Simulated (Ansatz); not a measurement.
Reaction: C4H6O (cyclobutanone, SMILES O=C1CCC1) → C4H6O (2,5-dihydrofuran, SMILES C1=CCOC1)
Each species at its own B3LYP-D3(BJ)/def2-TZVP minimum (Ansatz, a quantum-chemistry and plane-wave program).

Wanted: isomerisation energy (electronic), in kcal/mol. UHF or UKS for unpaired electrons; spin-orbit terms are left out. CBS(X,Y): correlation extrapolated as X^-3, Hartree-Fock from the larger set. A bracket is a step between two methods taken in the basis named. Functionals run without relativity, which enters their misses. Double hybrids freeze cores in their MP2 part. 'core' is core correlation in cc-pwCVTZ, 'X2C' scalar relativity in cc-pVTZ-DK, both at CCSD(T).

CCSD(T)/CBS(cc-pVTZ,cc-pVQZ) + [CCSDT(Q) - CCSD(T)]/cc-pVDZ + core + X2C (Ansatz) gives 5.7 kcal/mol.

Q: How far off this value is PBE/def2-TZVPD (Ansatz), in which direction, and which of these levels come nearer: r2SCAN/def2-TZVPD, B3LYP/def2-TZVPD, PBE0/def2-TZVPD, B2PLYP/def2-TZVPD, CCSD(T)/CBS(cc-pVTZ,cc-pVQZ) + core + X2C?

A: PBE gives 8.7 kcal/mol, 3.0 kcal/mol above it. Differences of the others: r2SCAN/def2-TZVPD (Ansatz) 1.4; B3LYP/def2-TZVPD (Ansatz) 0.8; PBE0/def2-TZVPD (Ansatz) 1.7; B2PLYP/def2-TZVPD (Ansatz) 1.0; CCSD(T)/CBS(cc-pVTZ,cc-pVQZ) + core + X2C (Ansatz) -0.1 kcal/mol. Nearer than PBE: r2SCAN/def2-TZVPD, B3LYP/def2-TZVPD, PBE0/def2-TZVPD, B2PLYP/def2-TZVPD, CCSD(T)/CBS(cc-pVTZ,cc-pVQZ) + core + X2C.
